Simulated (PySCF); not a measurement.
Harmonic spectrum computed at B3LYP in the def2-SVP basis family (core potentials from Rb on, PySCF, no spin–orbit coupling):

| symmetry | ω (cm⁻¹) | IR (km/mol, summed over degenerate members) |
| --- | --- | --- |
| e' | 182 | 42.5 |
| a'' | 196 | 20.9 |
| a'' | 309 | 338 |
| e'' | 335 | 0.0 |
| a' | 658 | 0.0 |
| e' | 737 | 227 |
| a' | 809 | 0.0 |
| e' | 846 | 250 |
| e' | 3843 | 194 |
| a' | 3845 | 0.0 |

Which molecule gave it? In each, all ligands are bound to the one heavy central atom.
A. Se(OH)₃ (doublet)
B. P(OH)₃ (singlet)
C. In(OH)₃ (singlet)
D. Cr(OH)₃ (quartet)
E. Ga(OH)₃ (singlet)

E. It has C3h symmetry with Ga–O 1.783 Å (×3), O–H 0.966 Å (×3).
